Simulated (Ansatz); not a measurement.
```yaml
crystal:
  periodic: [false, false, false]
  atoms:
    - {symbol: N, position_ang: [-0.485898, 0.871692, 0.936351]}
    - {symbol: Sn, position_ang: [0.372874, -0.328605, -0.405265]}
    - {symbol: Cl, position_ang: [2.079662, -1.460175, 0.630446]}
    - {symbol: Cl, position_ang: [-1.009780, -1.913285, -1.362865]}
    - {symbol: Cl, position_ang: [1.193161, 0.971588, -2.109158]}
    - {symbol: H, position_ang: [-1.231513, 1.428414, 0.535171]}
    - {symbol: H, position_ang: [-0.857206, 0.362269, 1.729720]}
basis:
  gaussian: {orbitals: def2-TZVPP, final_grid: {core_spheres: 20, valence_spheres: 16, degree: 47}}
hamiltonian: {xc: {name: HF}}
correlation: {method: mp2, frozen_orbitals: {N: 9}}
output: {forces: true}
```

```sh
$ ansatz run in.yaml --threads 2 --pin off --events-out ev --progress --plain --max-ram 32768MiB --backend cpu
```

Shortened log:

```
Functional definition: HF
Error: "frozen_orbitals" has no count for Sn
```

(1) What is wrong with this run?

Answers

(1) Frozen orbitals are typed for one element alone, and the program wants a count for each. The input was rejected before any iteration.
